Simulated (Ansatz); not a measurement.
Species: SbCl2 (charge +1, singlet). It need not be the lowest isomer of its formula. SMILES: [Cl][Sb+][Cl]
Geometry: optimised at B3LYP-D3(BJ)/def2-TZVP (Ansatz, a program for electronic structure).

Property: vertical triplet-singlet gap (E(triplet) - E(singlet); each state is the SCF solution reached for its spin), in kcal/mol. Valence correlation only, unless marked. Open shells are spin-unrestricted. No spin-orbit coupling. Frozen are the shells of the preceding noble gas and the d and f shells that filled before the atom's block. Past Kr the def2 sets carry scalar-relativistic core potentials. CBS marks a two-point X^-3 extrapolation of the correlation energy; Hartree-Fock from the larger set. [CCSD(T)-MP2]/basis is that difference in the basis named.

```csv
level,program,vertical triplet-singlet gap (kcal/mol)
HF/def2-QZVPPD,Ansatz,49.9
r2SCAN/def2-TZVPD,Ansatz,60.0
B3LYP/def2-TZVPD,Ansatz,62.7
wB97X-V/def2-TZVPD,Ansatz,64.4
```

### Question
What does RI-MP2/CBS(def2-TZVPPD,def2-QZVPPD)+[CCSD(T)-MP2]/def2-TZVPPD (Ansatz) give?

### Answer
63.9 kcal/mol, so wB97X-V/def2-TZVPD differs from it by 0.5 kcal/mol.
